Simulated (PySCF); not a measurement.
# Trend along group 15: MGe cations

PBE0 with triple-zeta basis sets in PySCF, for the lowest determinant that a PBE0 search found; no spin–orbit coupling. De refers to high-spin ground-configuration atoms (the charge goes to the atom of lower measured ionisation energy or higher electron affinity, which is not always the lowest computed limit). A positive dipole points towards Ge; it is taken about the centre of mass and depends on that origin.

```
 M        basis  charged atom  state (unpaired electrons)  Re (Å)  ωe (cm⁻¹)  De (eV)  μ (D)
 N  def2-TZVPPD           Ge+              triplet (π ↑↑)   1.903        651     2.25   1.46
 P  def2-TZVPPD           Ge+              triplet (π ↑↑)   2.303        398     2.80  -0.34
As  def2-TZVPPD           Ge+              triplet (π ↑↑)   2.405        289     2.76   1.45
```

The shortest bond is that of GeN⁺ (1.903 Å), the longest that of GeAs⁺ (2.405 Å).

Down a group the atoms grow and get heavier, so bonds lengthen and wavenumbers fall; this series shows no clear exception.

Spin–orbit coupling is left out. For an ion De counts to the pair picked by the measured ionisation energies or electron affinities, which need not be the lowest pair at this level. States were picked by a PBE0 search and need not be the measured ground states.
